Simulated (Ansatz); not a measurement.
Ansatz (a first-principles code) input (r2SCANh/def2-TZVPD):

Ansatz 0.2 input:
```yaml
crystal:
  periodic: [false, false, false]
  atoms:
    - {symbol: Ta, position_ang: [0.00000000, 0.00000000, 0.00000000]}
    - {symbol: O, position_ang: [-0.00000000, -0.00000000, -1.90186068]}
    - {symbol: H, position_ang: [-0.00000000, -0.00000000, -2.85548913]}
    - {symbol: O, position_ang: [0.00000000, 0.00000000, 1.90186068]}
    - {symbol: H, position_ang: [0.00000000, 0.00000000, 2.85548913]}
basis:
  gaussian:
    orbitals: def2-TZVPD
hamiltonian:
  xc: {name: r2SCANh}
magnetization: {spin_polarized: true, initial_magnetization: 3}
output: {forces: true}
```

Output:

```
Functional definition: r2SCANh
integrals: 0.05 GiB planned
836 factors; their error is unknown
mean field: 0.67 GiB planned
mean field evaluation 1: about -5668.7814 eV, gradient 5.6e1 eV
mean field evaluation 2: about -5617.6547 eV, gradient 1.2e2 eV
mean field evaluation 4: about -5678.7168 eV, gradient 6.0e0 eV
mean field evaluation 8: about -5678.9025 eV, gradient 3.2e-2 eV
mean field evaluation 16: about -5678.9054 eV, gradient 4.4e-5 eV
mean field -5678.90542496 eV, -208.6959250669 hartree, gradient 4.2e-5 eV, S^2 3.762609; 1 other end points of the search recorded, 0 dependent functions left out
the calculation of the forces begins
reference -5678.90544632 eV, -208.6959258519 hartree; 17, 14 occupied and 124, 127 virtual orbitals, 836 factors
Total energy: -5678.90544632 eV, -208.6959258519 hartree
Atom 0 at     0.000000     0.000000     0.000000 Å, force    -0.000000     0.000000    -0.000000 eV/Å
Atom 1 at    -0.000000    -0.000000    -1.901861 Å, force     0.000000    -0.000000     0.109608 eV/Å
Atom 2 at    -0.000000    -0.000000    -2.855489 Å, force     0.000000    -0.000000     0.134003 eV/Å
Atom 3 at     0.000000     0.000000     1.901861 Å, force     0.000000    -0.000000    -0.109608 eV/Å
Atom 4 at     0.000000     0.000000     2.855489 Å, force    -0.000000     0.000000    -0.134003 eV/Å
Dipole moment:    -0.000000    -0.000000    -0.000000 e Å
```

The spin state was set by rule; other spins were not relaxed.
